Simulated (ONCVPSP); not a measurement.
Pseudopotentials across the periodic table

Generated with ld1.x 7.5 (TM, RRKJ, ultrasoft, PAW), atompaw 4.2 or ONCVPSP 4.0.1. The cutoff is in Ry: for ld1.x and atompaw files where the sum of valence levels is converged to 10 mRy in a Bessel basis, for ONCV files where the hardest occupied wave has 1 mHa per electron of residual kinetic energy. The error is the largest all-electron minus pseudo excitation energy over each file’s own four to seven test configurations (ionisations up to +4, promotions, holes and added fractions of an electron), all of which were solved. The labels leave out finer settings (local radius, basis sizes, second energies), which also bear on the numbers. Spin-polarised tests are not counted. The rows are a selection from randomly drawn settings: files with unsolved tests, undetermined cutoffs or missed reference levels are left out.

A true bound ghost makes a file unfit for plane-wave use even where its test errors are small: the radial tests pick states by their node count and pass the ghost by.

| element | potential | cutoff (Ry) | largest error (meV) | bound ghosts |
| --- | --- | --- | --- | --- |
| N | ONCV, LDA (Perdew-Wang 92), fully relativistic, rc 1.10/2.60/2.20 (spd), local s, core correction yes, reference 2s2 2p3, qcut 6.3/6/5.1, projectors 0/1/2 | 40 | +4163 | none |
| K | ONCV, PW91, scalar-relativistic, rc 2.00/2.55/2.25 (spd), local smoothed, core correction yes, reference 3s2 3p6 4p1, qcut 6.6/6.5/4.7, projectors 1/3/2 | 29 | -288 | none |
| Co | ONCV, PBE, scalar-relativistic, rc 2.35/0.75/1.15 (spd), local smoothed, core correction no, reference 3p6 3d7 4s2, qcut 3/8.9/11.2, projectors 3/2/2 | 180 | -30 | s |
| Co | ONCV, PBE, scalar-relativistic, rc 2.55/1.20/1.20 (spd), local smoothed, core correction yes, reference 3p6 3d7 4s2, qcut 2.3/13.9/10.9, projectors 2/2/2 | 110 | -151 | none |
| As | ONCV, PBE, scalar-relativistic, rc 1.10/0.85/1.05 (spd), local smoothed, core correction yes, reference 3s2 3p6 3d10 4s2 4p3, qcut 11.1/14.2/14.6, projectors 2/3/2 | 176 | +171 | none |
| Br | ONCV, PBEsol, scalar-relativistic, rc 0.85/1.00/0.75 (spd), local smoothed, core correction yes, reference 3s2 3p6 3d10 4s2 4p5, qcut 11/13.4/20.6, projectors 2/2/2 | 354 | -2.0 | none |

Problem. Fill in the row for Cs: ONCV, LDA (Perdew-Zunger), scalar-relativistic, rc 2.75/2.40/2.40 (spd), local d, core correction yes, reference 5s2 5p6 6s1, qcut 3.4/5.7/3.9, projectors 3/2/0.

Solution. cutoff 20 Ry, largest error -217 meV, bound ghosts: none.
